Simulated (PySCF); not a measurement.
C8H7F.
Geometry (GFN2-xTB, Å), atoms numbered from 1 in this order:
```
atom  x, y, z in Å
C1     3.3336   -0.6839    0.9090
C2     2.2327   -0.4293    0.5005
C3     0.9303   -0.1644    0.0433
C4     0.5470    0.8359   -0.7615
C5    -0.9106    0.8129   -0.9939
C6    -1.7706    0.9976    0.2449
C7    -1.4105   -0.3747   -0.2091
F8    -2.3987   -1.1899   -0.6804
C9    -0.2241   -1.0623    0.4303
H10    4.3019   -0.8952    1.2525
H11    1.1960    1.5754   -1.1961
H12   -1.3106    1.1098   -1.9508
H13   -2.7897    1.3140    0.0835
H14   -1.3149    1.3823    1.1450
H15   -0.3254   -1.1534    1.5134
H16   -0.0941   -2.0657    0.0171
```

Definitions: NICS(0) = −σiso at the ring centroid; NICS(1) = −σiso and NICS(1)zz = −σzz at ±1 Å along the ring normal z. Level: GIAO PBE0/pcSseg-1 (PySCF, non-relativistic, gas phase) on the GFN2-xTB geometry, one conformer.

Ring bond lengths (Å), with Mayer bond orders in brackets: C3–C4 1.340 (1.75), C4–C5 1.476 (1.03), C5–C7 1.509 (0.92), C7–C9 1.513 (1.02), C9–C3 1.513 (1.02); C5–C6 1.519 (0.89), C6–C7 1.490 (0.94), C7–C5 1.509 (0.92).

Question: What do the NICS probes read (ppm)?

Answer: 
```
          ring                                                    type  NICS(0)  NICS(1), two faces  NICS(1)zz, two faces  rms pucker (Å)  centre to ring atoms, mean (Å)
C3–C4–C5–C7–C9  5-membered carbocycle; formal bonds 1 double, 4 single     -6.7         -1.9 / -6.5           -0.7 / -2.9            0.02                            1.25
      C5–C6–C7          3-membered carbocycle; formal bonds all single    -38.1         -6.1 / -8.6         -15.7 / -21.6            0.00                            0.87
```

Question: What do they say, and how far can they be read as aromaticity?

Answer: 
- C3–C4–C5–C7–C9: mean NICS(1)zz -1.8 ppm, near zero. C5, C7, C9 have four or more neighbours, so the value isn't read as a sign of a π ring current.
- C5–C6–C7: mean NICS(1)zz -18.7 ppm, shielded. C5, C6, C7 have four or more neighbours, and the NICS criterion for π rings isn't applied. The two faces differ by 5.9 ppm, so no symmetry operation interchanges them. NICS(0) lies 31 ppm below the mean NICS(1).

Question: Give the inner angles of the rings and the Hirshfeld charges of the ring atoms.

Answer: 
- C3–C4–C5–C7–C9: C3 112.2° (+0.004 e), C4 111.4° (-0.030 e), C5 104.9° (-0.052 e), C7 108.5° (+0.094 e), C9 102.7° (-0.070 e); sum 539.9° against 540° for a flat convex ring.
- C5–C6–C7: C5 58.9° (-0.052 e), C6 60.2° (-0.094 e), C7 60.9° (+0.094 e); sum 180.0° against 180° for a flat convex ring.
